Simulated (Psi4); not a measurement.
A dimer, C2H3N ··· H3O+ (SMILES CC#N and [OH3+]) (charge +1); the first 6 atoms form monomer A.

```
10

C     -0.4884    -0.0073     0.0112
C      0.9654     0.0143    -0.0219
N      2.1144     0.0315    -0.0483
H     -0.8736    -0.6164    -0.8068
H     -0.8364    -0.4267     0.9553
H     -0.8813     1.0046    -0.0895
O      2.7930    -3.0085    -0.2068
H      3.6087    -3.5537    -0.2072
H      2.1187    -3.3156    -0.8500
H      2.4310    -2.8493     0.6911
```

Question: What interaction energy does SAPT0/jun-cc-pVDZ, frozen core (Psi4) give, and which attractive term is the largest?

Answer: Total -33.24 kJ/mol: electrostatics -28.28, exchange 6.09, induction -8.54, dispersion -2.52. The most attractive term is electrostatics.
